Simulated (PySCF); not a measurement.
**Correlation energy of B⁺ (boron, charge +1)**

[He] 2s2, closed-shell 1S. Computed with PySCF 2.14 in jorge-DZP-DKH, with the spin-free X2C one-electron Hamiltonian (Gaussian nucleus). Frozen: 1s2; 2 electrons correlated.

Total MP2 correlation energy: -33.21 mhartree.

Same-spin part 0.00 and opposite-spin part -33.21 mhartree; SCS-MP2 scales them by 1/3 and 6/5 to -39.85 mhartree.

With two correlated electrons CCSD is exact within the correlated space (frozen core and kept virtual orbitals).

```csv
level,correlation energy (mhartree)
CCSD,-59.19
```

Diagnostics: T1 = 0.011, D1 = 0.0160, largest double amplitude 0.152.

Is a single reference adequate?

Not fully. A double-excitation amplitude exceeds 0.15, a sign of near-degeneracy.
